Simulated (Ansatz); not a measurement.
Cost and result for the atomization energy of `O[SiH2]B([SiH3])[SiH3]` (14 atoms, 13 bonds).

Z-matrix (Å, degrees):
```
Si
B 1 1.994
O 1 1.653 2 116.6
H 1 1.499 2 104.2 3 123.1
H 1 1.486 2 111.5 3 -120.5
Si 2 2.001 1 120.0 3 174.3
Si 2 1.999 1 121.1 3 -7.4
H 3 0.958 1 117.4 2 46.6
H 6 1.490 2 111.8 1 -141.8
H 6 1.494 2 105.0 1 101.6
H 6 1.488 2 115.3 1 -17.3
H 7 1.488 2 115.4 1 -154.6
H 7 1.495 2 103.6 1 87.1
H 7 1.492 2 113.4 1 -29.1
```

Total charge 0; spin multiplicity 1. The structure was optimised at the PBE0-D4/def2-TZVP level. It is one conformer, not always the lowest. Program: Ansatz. All runs use 4 threads of an Arm Neoverse V2 on a shared host. Times are those of one run each, without the atoms' runs, and a repeat can differ threefold. Electronic energies, without spin–orbit coupling; frozen cores. CCSD(T)/CBS adds CCSD(T) − MP2 in def2-TZVPP to the MP2 limit, and its time is that of the two runs behind it. T1 = 0.014. HSE06 is the plane-wave form, built on full-range PBE exchange.

CCSD(T)/CBS is a level of theory with its own doubt, some kJ/mol a heavy atom from the limit and from the frozen cores, so smaller differences don't rank the functionals.

```
                           level  functions  wall time
          LDA (SPW92)/def2-TZVPP        314      2.2 s
              BLYP-D4/def2-TZVPP        314      3.7 s
 PBE-D4/def2-TZVPP (with forces)        314      4.3 s
             HSE06-D4/def2-TZVPP        314      6.5 s
             BHLYP-D4/def2-TZVPP        314      6.5 s
                CCSD(T)/def2-SVP        127        9 s
             PBE-QIDH/def2-TZVPP        314       11 s
              ωB97X-V/def2-TZVPP        314       14 s
               B97M-V/def2-TZVPP        314       17 s
ωB97M-V/def2-TZVPP (with forces)        314       20 s
                  MP2/def2-QZVPP        594       44 s
              CCSD(T)/def2-TZVPP        314     19 min
               CCSD(T)/CBS(def2)          –     20 min
```

Task: What atomization energy does each give, and how far from CCSD(T)/CBS? (An estimate is asked.)

Result: Computed: 
```csv
level,atomization (kJ/mol),difference from CCSD(T)/CBS,per bond
LDA (SPW92)/def2-TZVPP,4866.1,489.7,37.7
BLYP-D4/def2-TZVPP,4331.8,-44.6,-3.4
PBE-D4/def2-TZVPP (with forces),4355.6,-20.8,-1.6
HSE06-D4/def2-TZVPP,4331.3,-45.1,-3.5
BHLYP-D4/def2-TZVPP,4314.4,-62.0,-4.8
CCSD(T)/def2-SVP,4074.8,-301.6,-23.2
PBE-QIDH/def2-TZVPP,4316.3,-60.1,-4.6
ωB97X-V/def2-TZVPP,4410.0,33.6,2.6
B97M-V/def2-TZVPP,4411.3,34.9,2.7
ωB97M-V/def2-TZVPP (with forces),4377.4,1.0,0.1
MP2/def2-QZVPP,4325.3,-51.1,-3.9
CCSD(T)/def2-TZVPP,4263.0,-113.4,-8.7
CCSD(T)/CBS(def2),4376.4,0.0,0.0
```

The D4 term adds +54.7 kJ/mol with B3LYP and +29.3 kJ/mol with PBE0; it sums over pairs of atoms, weighted by their polarisabilities, and B3LYP, whose exchange is more repulsive, gets the larger term. In def2-TZVPP, CCSD(T) changes the Hartree–Fock value by +955.1 kJ/mol (the triples alone add +43.7 kJ/mol) and MP2 by +949.8 kJ/mol; breaking electron pairs costs correlation energy, which Hartree–Fock lacks. From PBE to PBE0 (25 % exact exchange), in def2-TZVPP and without D4, the atomization energy moves by −21.5 kJ/mol: exact exchange takes away binding that semilocal exchange gives to molecules.

B3LYP here is the variant with VWN-RPA as its local correlation; programs differ in this.
